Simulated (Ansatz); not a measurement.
BeCl, SMILES [Be+][Cl], charge +1.

Geometry: B3LYP-D3(BJ)/def2-TZVPD. The spin state was assumed, not searched.

Two levels are set side by side: PBE/def2-TZVPD (Ansatz, a program for electronic structure) and PBE0/def2-TZVPD (Ansatz). Energy differences of separate SCF runs at the same geometry; the states with an electron removed or added have multiplicity 2 and 2. Differences are taken from unrounded values.

| quantity | PBE0 | PBE | PBE minus PBE0 |
|---|---|---|---|
| vertical ionisation energy (eV) | 19.09 | 19.20 | 0.10 |
| vertical electron affinity (eV) | 8.71 | 8.64 | -0.06 |
| vertical singlet–triplet gap (eV) | 4.09 | 4.20 | 0.11 |
